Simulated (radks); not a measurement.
Task: Excited configurations of Te XLVI: one electron is placed in a higher orbital outside [He] 2s2 2p2. The ground configuration is [He] 2s2 2p3. All-electron calculation, Dirac Kohn-Sham, LDA (Slater exchange, Perdew-Wang correlation), spin-unpolarised, spherical densities, finite nucleus; open shells fill j = l - 1/2 first; Fermi nuclear charge, rms radius 4.7423 fm. Program: a radial shooting solver on a logarithmic mesh with Libxc functionals. Excitation = E - E(ground); binding = E(ion) - E, where the ion is the core of charge +46; n* = 46/sqrt(2 binding) in atomic units. These energies are relativistic, and a one-electron ion of charge +46 with no core already has n* below n in this formula (Dirac formula, point nucleus: 3s1/2 2.956, 3p1/2 2.956, 4s1/2 3.953, 4d3/2 3.982, 4f5/2 3.992, 5s1/2 4.951, 6s1/2 5.949, 6f5/2 5.988, 7d3/2 6.978, 7f5/2 6.987). The quantum defect is therefore taken as that value minus n*, so that it holds no relativistic shift of the bare ion.

outer orbital  excitation (eV)  binding (eV)     n*  quantum defect  eigenvalue (eV)  <r> (bohr)
3s1/2                   4217.8        3493.5  2.871           0.086          -3455.3      0.2681
3p1/2                   4279.1        3432.2  2.896           0.060          -3390.5      0.2514
4s1/2                   5786.5        1924.7  3.868           0.085          -1905.0      0.4869
4d3/2                   5874.9        1836.4  3.959           0.023          -1814.3      0.4449
4f5/2                   5905.8        1805.5  3.993          -0.001          -1780.3      0.3873
5s1/2                   6495.0        1216.3  4.865           0.085          -1204.2      0.7708
6f5/2                   6906.8        804.43  5.982           0.006          -795.51       1.035
7d3/2                   7115.4        595.88  6.951           0.027          -589.94       1.509
7f5/2                   7120.2        591.06  6.979           0.008          -584.86       1.457

Estimate the row for 6s1/2.

Result: excitation (eV) 6873.8; binding (eV) 837.49; n* 5.863; quantum defect 0.086; eigenvalue (eV) -829.39; <r> (bohr) 1.120. The Delta-SCF ionisation energy is 7711.3 eV (NIST Atomic Spectra Database: 7714 eV, theoretical). Self-interaction in the functional shifts the binding energies and quantum defects, so they are the method's values and not measured ones. Spin polarisation and multiplet splitting are left out, so open shells lie too high by an amount that depends on their filling.

Beside tabulated values, note that spin-unpolarised runs miss the spin-polarisation part of the exchange energy of open shells.
